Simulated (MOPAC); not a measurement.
Input for MOPAC: PM6 on ClHSi (SMILES [SiH]Cl), 2S+1 = 3, a spin state set in the input, which need not be the lowest.

```
PM6 1SCF PRECISE CHARGE=0 UHF MS=1 THREADS=1
ClHSi

Si    -0.97714793 1     0.45374451 1     0.00000000 1
Cl     0.92719285 1    -0.34142108 1     0.00000000 1
H     -2.08220740 1    -0.54826471 1     0.00000000 1
```

Output:

```
*******************************************************************************
 **                                                                           **
 **                              MOPAC v23.2.5                                **
 **                                                                           **
 *******************************************************************************
 ** MOPAC's Digital Object Identifier: https://doi.org/10.5281/zenodo.6511958 **
 **                                                                           **
 ** Please cite the open-source release paper for use of this MOPAC version:  **
 ** J. E. Moussa and J. J. P. Stewart (2026)                                  **
 ** MOPAC: An open-source semiempirical molecular orbital program             **
 ** J. Open Source Softw., 11(119), 8025, https://doi.org/10.21105/joss.08025 **
 *******************************************************************************

                              PM6 CALCULATION RESULTS

 *******************************************************************************
 *  PM6        - The PM6 Hamiltonian to be used
 *  UHF        - UNRESTRICTED HARTREE-FOCK CALCULATION
 *
 *
 *
 *                 CHARGE ON SYSTEM = 0
 *
 *
 *
 *  MS=        - IN MECI, MAGNETIC COMPONENT OF SPIN =  1.0
 *  PRECISE    - TIGHTER CRITERIA TO BE USED
 *  1SCF       - DO 1 SCF AND THEN STOP
 *  THREADS=1  - MULTI-THREADING NOT USED
 *  T=         - A TIME OF 172800.0 SECONDS REQUESTED
 *  DUMP=N     - RESTART FILE WRITTEN EVERY 7200.0 SECONDS REQUESTED
 *******************************************************************************
PM6 1SCF PRECISE CHARGE=0 UHF MS=1 THREADS=1
 ClHSi

   ATOM   CHEMICAL          X               Y               Z
  NUMBER   SYMBOL      (ANGSTROMS)     (ANGSTROMS)     (ANGSTROMS)

     1      Si         -0.97714793  *   0.45374451  *   0.00000000  *
     2      Cl          0.92719285  *  -0.34142108  *   0.00000000  *
     3       H         -2.08220740  *  -0.54826471  *   0.00000000  *



          CARTESIAN COORDINATES

    NO.       ATOM           X           Y           Z

     1        Si         -0.9771      0.4537      0.0000
     2        Cl          0.9272     -0.3414      0.0000
     3         H         -2.0822     -0.5483      0.0000

 General Reference for PM6:
 "Optimization of Parameters for Semiempirical Methods V: Modification of NDDO Approximations
 and Application to 70 Elements", J. J. P. Stewart, J. Mol. Mod., 13, 1173-1213 (2007)
 URL: https://link.springer.com/article/10.1007/s00894-007-0233-4

           Empirical Formula: H Si Cl  =     3 atoms



      MOLECULAR POINT GROUP   :   Cs


          UHF CALCULATION, NO. OF ALPHA ELECTRONS =    7
                           NO. OF BETA  ELECTRONS =    5

 -------------------------------------------------------------------------------
 PM6 1SCF PRECISE CHARGE=0 UHF MS=1 THREADS=1
 ClHSi



     1SCF WAS SPECIFIED, SO BFGS WAS NOT USED
     SCF FIELD WAS ACHIEVED


                              PM6 CALCULATION
                                                       MOPAC v23.2.5 Linux




          FINAL HEAT OF FORMATION =         56.24458 KCAL/MOL =     235.32731 KJ/MOL


          COSMO AREA              =         95.16 SQUARE ANGSTROMS
          COSMO VOLUME            =         82.54 CUBIC ANGSTROMS

          IONIZATION POTENTIAL    =          6.576633 EV
          ALPHA SOMO LUMO (EV)    =         -6.577 -1.927
          BETA  SOMO LUMO (EV)    =        -11.331 -2.594
          NO. OF ALPHA ELECTRONS  =          7
          NO. OF BETA  ELECTRONS  =          5
          MOLECULAR WEIGHT        =         64.5464         POINT GROUP:  Cs

          MOLECULAR DIMENSIONS (Angstroms)

            Atom       Atom       Distance
            H     3   Cl     2     3.01650
           Si     1    H     3     0.92388
           Si     1   Cl     2     0.00000


          SCF CALCULATIONS        =          1





   ATOM   CHEMICAL          X               Y               Z
  NUMBER   SYMBOL      (ANGSTROMS)     (ANGSTROMS)     (ANGSTROMS)

     1      Si         -0.97714793  *   0.45374451  *   0.00000000  *
     2      Cl          0.92719285  *  -0.34142108  *   0.00000000  *
     3       H         -2.08220740  *  -0.54826471  *   0.00000000  *

                             CARTESIAN COORDINATES

   1   Si       -0.977147930     0.453744510     0.000000000
   2   Cl        0.927192850    -0.341421080     0.000000000
   3    H       -2.082207400    -0.548264710     0.000000000


           Empirical Formula: H Si Cl  =     3 atoms



      MOLECULAR POINT GROUP   :   Cs


          ALPHA EIGENVALUES
 -26.52095 -17.65068 -13.32870 -11.76488 -11.76485  -9.03422  -6.57663  -1.92711
   0.39606   1.23172   1.43859   1.58125   2.28316   3.57620  90.21566  90.28577
  90.35198  90.60541  90.60884


           BETA EIGENVALUES
 -25.16139 -16.52409 -12.35367 -11.57500 -11.33103  -2.59363  -1.21631  -0.26912
   0.91243   1.42949   1.84709   1.87297   2.73133   4.24189  90.60790  90.60832
  90.68448  90.71708  90.73689


              NET ATOMIC CHARGES AND DIPOLE CONTRIBUTIONS

  ATOM NO.   TYPE          CHARGE      No. of ELECS.   s-Pop       p-Pop       d-Pop
    1         Si           0.116954        3.8830     1.54198     1.92673     0.41433
    2         Cl          -0.218568        7.2186     1.99447     5.22276     0.00134
    3          H           0.101615        0.8984     0.89839
 DIPOLE           X         Y         Z       TOTAL
 POINT-CHG.    -2.539     0.346     0.000     2.562
 HYBRID         0.883     0.385     0.000     0.963
 SUM           -1.655     0.731     0.000     1.810


          ATOMIC ORBITAL ELECTRON POPULATIONS

     Atom    s        px        py        pz      x^2-y^2     xz        z^2       yz        xy
    1 Si   1.54198   1.03116   0.74585   0.14972   0.08742   0.03609   0.08505   0.00606   0.19971
    2 Cl   1.99447   1.62801   1.78674   1.80802   0.00051   0.00009   0.00028   0.00002   0.00044
    3  H   0.89839


                    (SZ)    =    1.000000
                    (S**2)  =    2.006237


          ATOMIC ORBITAL SPIN POPULATIONS

    Atom   Total    s     px     py     pz   x^2-y^2  xz     z^2    yz     xy
         Atomic
    1 Si  1.5195  0.311  0.440  0.560  0.007  0.048 -0.000  0.071  0.000  0.082
    2 Cl  0.2956  0.003  0.188  0.112 -0.007 -0.000 -0.000 -0.000 -0.000  0.000
    3  H  0.1849  0.185

 **********************
 *                    *
 * JOB ENDED NORMALLY *
 *                    *
 **********************




 == MOPAC DONE ==
```

The run finished.

Cost: around 0.020 core-seconds (rough).
